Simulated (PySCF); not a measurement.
PySCF was given this input:
```python
from pyscf import gto, scf, dft

mol = gto.Mole()
mol.atom = '''
    Sb   -0.008543   -0.396625    0.030064
    Cl   -2.648928   -0.337812    0.044501
    Cl    0.042681    1.981450   -0.150194
    Cl    2.631877   -0.453761    0.015500
'''
mol.basis = 'def2-sv(p)'
mol.ecp = {'Sb': 'def2-sv(p)'}
mol.charge = -1
mol.spin = 1
mol.verbose = 4
mol.build()

mf = dft.UKS(mol)
mf.xc = 'r2scan'
mf.kernel()
mf.analyze()
```

What does this run give for the number of basis functions, <S^2>, HOMO energy, total energy, nuclear repulsion energy?


| Quantity | Value |
|---|---|
| number of basis functions | 80 |
| <S^2> | 0.754 |
| HOMO energy | -0.54 eV |
| total energy | -1620.6026 Eh |
| nuclear repulsion energy | 358.3326 Eh |

These values belong to the state on which the SCF converged, which isn't shown to be the lowest.
